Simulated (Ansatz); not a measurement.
Reaction: AsH3 (SMILES [AsH3]) → AsH2 (SMILES [AsH2], doublet) + H (doublet) (the As-H bond breaks)
Each species at its own B3LYP-D3(BJ)/def2-TZVP minimum (Ansatz, an electronic-structure program).

Wanted: bond dissociation energy (electronic), in kJ/mol. Radicals and triplets start from unrestricted determinants; spin-orbit coupling is neglected. Cores are frozen in correlated methods (noble-gas shells, and filled d and f shells in the p block). No relativity. CBS(X,Y): correlation extrapolated as X^-3, Hartree-Fock from the larger set (Q,5: extrapolated as (X+1)exp(-9√X)). A bracket is a step between two methods taken in the basis named. For partners of very few electrons the exact lower level stands in for a higher one.

CCSD(T)/CBS(cc-pVQZ,cc-pV5Z) + [CCSDT(Q) - CCSD(T)]/cc-pVQZ + [CCSDTQ - CCSDT(Q)]/cc-pVDZ (Ansatz) gives 331.0 kJ/mol.

**Question.** How far off this value is PBE/def2-TZVPD (Ansatz), in which direction, and how far these levels: r2SCAN/def2-TZVPD, wB97M-V/def2-TZVPD, CCSD(T)/CBS(cc-pVQZ,cc-pV5Z)?

**Answer.** PBE gives 323.8 kJ/mol, 7.2 kJ/mol below it. Differences of the others: r2SCAN/def2-TZVPD (Ansatz) -7.3; wB97M-V/def2-TZVPD (Ansatz) -2.2; CCSD(T)/CBS(cc-pVQZ,cc-pV5Z) (Ansatz) -0.1 kJ/mol.
